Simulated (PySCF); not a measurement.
# Fe⁺: ionisation energy

Fe⁺ [Ar] 3d6 4s1 (6D) → Fe²⁺ [Ar] 3d6 (5D), as a difference of total energies. All numbers are calculated (PySCF 2.14, scalar relativity by spin-free X2C-1e, in aug-cc-pwCVTZ-DK). Correlated levels: valence: [Ar] frozen; valence and next inner shell: [Ne] frozen; nothing frozen. The calculations carry no spin-orbit coupling.

```tsv
method	ionisation energy (eV)
UHF	15.295
LDA	17.093
PBE	16.847
PBE0	16.510
r2SCAN	16.695
wB97M-V	16.128
B97-3	16.217
BP86	16.942
MP2 (valence)	15.922
SCS-MP2 (valence)	15.656
MP2 (valence and next inner shell)	16.208
SCS-MP2 (valence and next inner shell)	15.941
MP2 (all electrons)	16.207
SCS-MP2 (all electrons)	15.940
```

Q: How much does correlation contribute at MP2 (all electrons)?

A: 16.207 − (15.295) = 0.912 eV, measured against UHF.

Errors of the correlated levels include the incompleteness of this basis and the frozen core.

For comparison: 16.199 eV (measured; NIST Atomic Spectra Database, ionization energies).
